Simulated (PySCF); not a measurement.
**`C[C@@H](S)[C@H]1C[C@@H]1C#N`, C₆H₉NS**

Geometry:
```
atom   x (Å)   y (Å)   z (Å)
  C1  -2.173  -0.278   0.328
  C2  -0.942  -0.091  -0.545
  S3  -1.169   1.332  -1.696
  C4   0.305   0.094   0.277
  C5   1.167  -1.080   0.617
  C6   1.657  -0.062  -0.384
  C7   2.698   0.825  -0.004
  N8   3.529   1.542   0.320
  H9  -2.320   0.588   0.972
 H10  -3.059  -0.404  -0.290
 H11  -2.052  -1.159   0.955
 H12  -0.826  -0.942  -1.222
 H13  -1.260   2.263  -0.749
 H14   0.226   0.878   1.022
 H15   0.891  -2.051   0.235
 H16   1.643  -1.105   1.587
 H17   1.677  -0.338  -1.432
```

The calculation used TDDFT PBE0/def2-SVPD circular dichroism and optical rotation, one conformer, gas phase in PySCF 2.14.0. Geometry: GFN2-xTB.

The molecule is flexible and this is one conformer; a measurement averages over conformers. States above about 7.1 eV (minus the energy of the highest occupied orbital) lie near or above the ionisation threshold and depend on the basis.

Problem. Draw the ECD and absorption spectra from the lowest 12 states, each a Gaussian of half-width 0.35 eV at 1/e height.

Solution. 
| E (eV) | λ (nm) | Δε (L mol⁻¹ cm⁻¹) | ε (L mol⁻¹ cm⁻¹) |
| --- | --- | --- | --- |
| 5.05 | 246 | -0.03 | 12.7 |
| 5.20 | 238 | -0.09 | 36 |
| 5.35 | 232 | -0.18 | 71.9 |
| 5.50 | 225 | -0.22 | 107 |
| 5.65 | 219 | -0.10 | 155 |
| 5.80 | 214 | +0.34 | 313 |
| 5.95 | 208 | +1.11 | 721 |
| 6.10 | 203 | +1.72 | 1360 |
| 6.25 | 198 | +1.32 | 1880 |
| 6.40 | 194 | -0.19 | 1940 |
| 6.55 | 189 | -1.71 | 1590 |
| 6.70 | 185 | -2.49 | 1230 |
| 6.85 | 181 | -3.27 | 1190 |
| 7.00 | 177 | -5.51 | 1530 |
| 7.15 | 173 | -10.23 | 2170 |
| 7.30 | 170 | -16.46 | 3100 |
| 7.45 | 166 | -20.04 | 4110 |
| 7.60 | 163 | -16.94 | 4700 |

Δε uses R in velocity form, ε uses f in length form. Only the states computed contribute, so the short-wavelength end is incomplete.
